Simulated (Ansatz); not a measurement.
Basis sets compared for (ZnS)2 ring (Zn₂S₂). Total charge 0; singlet. Geometry PBE0-D4/def2-SVP. Ansatz on 4 threads of Arm Neoverse V2 on a shared host; times are rough, and most runs start from earlier orbitals.

```tsv
atom	x (Å)	y (Å)	z (Å)
Zn1	-1.1824	0.1651	-0.2002
S2	-0.0183	1.4011	1.2632
Zn3	1.1824	-0.1651	0.2002
S4	0.0183	-1.4011	-1.2631
```

Binding counts from free atoms (Zn singlet, S triplet) in the same basis, without a counterpoise term.

| level | functions | energy (Eh) | HOMO (eV) | LUMO (eV) | binding per atom (eV) | wall time |
| --- | --- | --- | --- | --- | --- | --- |
| PBE-D4/def2-SVP | 98 | -4353.6042 | -5.10 | -3.59 | 2.01 | 0.9 s |
| PBE-D4/def2-TZVP | 170 | -4354.4158 | -5.57 | -3.99 | 1.90 | 1.8 s |
| r2SCAN-D4/def2-TZVP | 170 | -4355.2024 | -5.77 | -3.80 | 1.95 | 4.7 s |
| PBE0-D4/def2-SVP | 98 | -4353.7221 | -6.22 | -2.84 | 1.94 | 1.4 s |
| PBE0-D4/def2-TZVP (with forces) | 170 | -4354.5116 | -6.61 | -3.20 | 1.88 | 3.8 s |

Problem. Estimate the rows for PBE-D4/def2-TZVPD, r2SCAN-D4/def2-TZVPD, PBE0-D4/def2-TZVPD.

Solution. 
```tsv
level	functions	energy (Eh)	HOMO (eV)	LUMO (eV)	binding per atom (eV)	wall time
PBE-D4/def2-TZVPD	194	-4354.4177	-5.63	-4.03	1.90	2.5 s
r2SCAN-D4/def2-TZVPD	194	-4355.2038	-5.81	-3.83	1.95	6 s
PBE0-D4/def2-TZVPD	194	-4354.5131	-6.65	-3.24	1.88	4.1 s
```
